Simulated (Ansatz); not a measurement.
Molecule: 3,3-dichloroprop-2-enylsilane, C₃H₆Cl₂Si (charge 0, singlet). SMILES: [SiH3]CC=C(Cl)Cl
Coordinates optimised at B3LYP-D3(BJ)/def2-TZVP (Ansatz, a quantum-chemistry and plane-wave program):
```xyz
12

Si     2.6699    -0.0707     0.7293
C      1.5428    -0.6103    -0.6976
C      0.3939     0.3238    -0.8611
C     -0.8158     0.1741    -0.3326
Cl    -2.0784     1.3425    -0.5455
Cl    -1.2689    -1.1973     0.6261
H      3.1673     1.3017     0.4749
H      1.9080    -0.0827     1.9971
H      3.8259    -0.9933     0.8334
H      2.1392    -0.6342    -1.6127
H      1.2022    -1.6270    -0.4965
H      0.5602     1.2312    -1.4291
```

Parts of the frozen-core correlation energy in cc-pV(D+d)Z (Ansatz, hartree). Frozen orbitals: 18; correlated occupied orbitals by spin: 18 and 18; virtual: 105 and 105. No spin-orbit coupling. No relativistic terms.

```json
[
 {"term": "reference (HF)", "value": "-1325.02012"},
 {"term": "MP2 opposite-spin", "value": "-0.59425"},
 {"term": "MP2 same-spin", "value": "-0.19548"},
 {"term": "CCSD correlation", "value": "-0.85996"},
 {"term": "(T)", "value": "-0.02863"},
 {"term": "T1 diagnostic", "value": "0.011"},
 {"term": "largest doubles amplitude", "value": "0.082"}
]
```
